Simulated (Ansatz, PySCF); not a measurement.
Process, species as SMILES: [GeH3][c]1cccs1 [thiophen-2-ylgermane] -> [GeH3] (GeH3) + [c]1cccs1 (the C-Ge bond at the site shown breaks; other sites are not compared here)
Each molecule is optimised on its own at B3LYP-D3(BJ)/def2-TZVP (Ansatz, a first-principles code). Frequencies are from Ansatz or PySCF. Unstable Hartree-Fock reference: [GeH3][c]1cccs1. Markedly spin-contaminated UHF reference, which strains HF, MP2 and, less, CCSD(T): [c]1cccs1.
Geometry of the first species:
```xyz
12

Ge     1.7530     0.1111    -0.1043
C     -0.1891     0.1444    -0.0800
C     -1.0024     1.1076    -0.6239
C     -2.3881     0.8506    -0.4427
C     -2.6184    -0.3093     0.2396
S     -1.1464    -1.0868     0.6602
H      2.3140     0.1156     1.3278
H      2.2141     1.3723    -0.8509
H      2.2654    -1.1442    -0.8306
H     -0.6194     1.9771    -1.1400
H     -3.1752     1.4975    -0.8025
H     -3.5655    -0.7439     0.5145
```
Charge 0, spin multiplicity 1.

Property: bond dissociation energy (0 K, with B3LYP-D3(BJ) harmonic zero-point energies), in kcal/mol. Correlated levels leave the core frozen unless marked. UHF or UKS for open shells. Spin-orbit coupling is left out. Frozen are the shells of the preceding noble gas and the d and f shells that filled before the atom's block. No relativistic terms. 

| level | program | bond dissociation energy (kcal/mol) |
|---|---|---|
| BLYP/def2-TZVPD | Ansatz | 85.1 |
| r2SCAN/def2-TZVPD | Ansatz | 88.4 |
| r2SCAN-D4/def2-TZVPD | Ansatz + dftd4 | 89.2 |
| B97M-V/def2-TZVPD | Ansatz | 94.1 |
| PBE0/6-31G* | Ansatz | 91.6 |
| PBE0/def2-SVP | Ansatz | 92.7 |
| PBE0-D3(BJ)/def2-TZVP | Ansatz + dftd3 | 93.4 |
| PBE0-D4/def2-TZVP | Ansatz + dftd4 | 93.5 |
| BHLYP-D4/def2-TZVPD | Ansatz + dftd4 | 92.2 |
| HSE06-D4/def2-TZVPD | Ansatz + dftd4 | 93.4 |
| HSE06/def2-TZVPD | Ansatz | 91.1 |
| CAM-B3LYP-D4/def2-TZVPD | Ansatz + dftd4 | 93.2 |
| CAM-B3LYP/def2-TZVPD | Ansatz | 90.7 |
| LC-wPBE-D3(BJ)/def2-TZVPD | Ansatz + dftd3 | 94.2 |
| B2GP-PLYP/def2-TZVPD | Ansatz | 94.4 |
| MP2/6-31G | Ansatz | 109.5 |
| MP2/6-31G* | Ansatz | 109.2 |
| SCS-MP2/STO-3G | Ansatz | 138.3 |
| CCSD/STO-3G | Ansatz | 113.9 |
| CCSD(T)/STO-3G | Ansatz | 113.5 |
